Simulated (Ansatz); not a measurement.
Reaction (cleavage of the Ge–Ga bond): `[OH][GaH][GeH3]` + `C=C[SiH2]S` → `C=C[SiH2][S][GeH3]` + `[OH][GaH2]`

Isolated molecules relaxed with PBE0-D4/def2-TZVP in Ansatz; ΔE leaves out vibrations. CBS: MP2 limit from def2 TZ/QZ plus the TZ coupled-cluster correction, frozen cores. Functionals use def2-TZVPP. For Ga, Ge outer-core shells are correlated without core-valence functions, which leaves a few kJ/mol of doubt a bond. Scalar relativity is left out up to krypton. Each species was taken in one conformer, which may not be the lowest.

`[OH][GaH][GeH3]`:

```xyz
8

O    -0.637   -2.062   -0.977
Ga   -0.989   -0.343   -0.621
Ge    0.666    0.938    0.640
H     0.204   -2.371   -0.636
H    -2.367    0.126   -1.191
H     0.065    1.481    1.949
H     1.165    2.148   -0.171
H     1.893    0.083    1.007
```

`C=C[SiH2]S`:

Cartesian coordinates in Å:
```
C -0.889 1.396 -0.583
C 0.247 0.707 -0.507
Si 0.555 -0.538 0.831
S 0.911 -2.495 0.040
H -1.684 1.264 0.146
H -1.077 2.121 -1.370
H 1.011 0.870 -1.266
H -0.619 -0.521 1.744
H 1.797 -0.250 1.591
H -0.254 -2.553 -0.627
```

`C=C[SiH2][S][GeH3]`:

Cartesian coordinates in Å:
```
C 0.055 0.335 -1.943
C 0.667 1.108 -1.051
Si 0.038 1.407 0.673
S -1.563 0.095 1.185
Ge -0.433 -1.827 1.166
H -0.874 -0.177 -1.707
H 0.449 0.186 -2.945
H 1.595 1.599 -1.342
H -0.513 2.781 0.810
H 1.164 1.249 1.633
H -0.586 -2.514 -0.199
H 1.048 -1.539 1.452
H -1.047 -2.702 2.267
```

`[OH][GaH2]`:

Z-matrix (Å, degrees):
```
Ga
O 1 1.788
H 1 1.565 2 117.5
H 1 1.556 2 113.8 3 180.0
H 2 0.959 1 114.1 3 0.0
```

```
    level  ΔE (eV)
   B97M-V    -0.22
CAM-B3LYP    -0.03
```

Task: What does CCSD(T)/CBS give? (Estimate.)

Result: The calculation gave: -0.11 eV. The listed levels differ from it by -0.11, 0.08 eV.

Largest T1 diagnostic among the species: 0.015.

The D4 term adds −0.12 eV with B3LYP and −0.07 eV with PBE0; it sums over pairs of atoms, weighted by their polarisabilities, and B3LYP, whose exchange is more repulsive, gets the larger term. From PBE to PBE0 (25 % exact exchange), in def2-TZVPP and without D4, ΔE moves by −0.05 eV.

B3LYP here is the variant with VWN-RPA as its local correlation; programs differ in this.
